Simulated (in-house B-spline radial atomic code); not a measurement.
Ionising the rhenium ion Re³⁺ with different functionals

Computed with a B-spline radial code for spherical atoms: four-component Dirac-Coulomb Hamiltonian, Fermi nucleus of rms radius 5.3698 fm, spin-restricted, spherical fractional occupations for the functionals. The ionisation energy is the difference of two self-consistent energies, [Xe] 4f14 5d4 → [Xe] 4f14 5d3, without Breit or QED terms; ε is the level of the shell that loses the electron (mean over j). The electron is taken from both j subshells in proportion to 2j + 1, so the result is a j average, not the step between ground levels.

Hybrids are left out here: with spherical fractional occupations of an open shell their exact exchange keeps a self-interaction that integer-occupation calculations don't have.

```csv
method,rung,ΔSCF (eV),-ε(5d) (eV)
LDA VWN5,LDA,39.67,33.37
relativistic LDA,LDA,39.68,33.38
LDA PW92,LDA,39.66,33.36
LDA exchange-only,LDA,38.14,31.88
PBE,GGA,39.33,33.04
PBEsol,GGA,39.36,33.07
BLYP,GGA,39.27,32.97
RPBE,GGA,39.23,32.94
PW91,GGA,39.42,33.12
BP86,GGA,39.45,33.16
AM05,GGA,39.36,33.06
OLYP,GGA,39.33,33.00
```

Problem. How do they compare with the NIST value?

Solution. NIST lists 39 eV ± 1.7 (tabulated theory, ground level to ground level). Errors run from -0.96 to +0.58 eV; all lie within about twice that uncertainty, so the table can't rank the methods.
